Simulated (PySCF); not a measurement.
A calculated (M06-L, PySCF 2.14, cc-pVDZ-DK, the spin-free X2C one-electron Hamiltonian (Gaussian nucleus)) atom or ion has these occupied shells.

```tsv
shell	electrons	orbital energy (eV)	rms radius, mean of both spins (bohr)
1s α	1	-12542.7	0.0508
1s β	1	-12542.6	0.0508
2s α	1	-1644.9	0.212
2s β	1	-1644.9	0.212
2p α	3	-1446.4	0.189
2p β	3	-1446.3	0.189
3s α	1	-243.57	0.613
3s β	1	-243.41	0.613
3p α	3	-180.38	0.636
3p β	3	-180.19	0.636
3d α	5	-77.081	0.700
3d β	5	-76.795	0.700
4s α	1	-38.816	1.82
4s β	1	-36.211	1.82
4p α	2	-26.342	2.11
```

Task: Name the element and its charge.

Result: Se(2+) (selenium, charge +2), in [Ar] 3d10 4s2 4p2, high-spin 3P determinant.
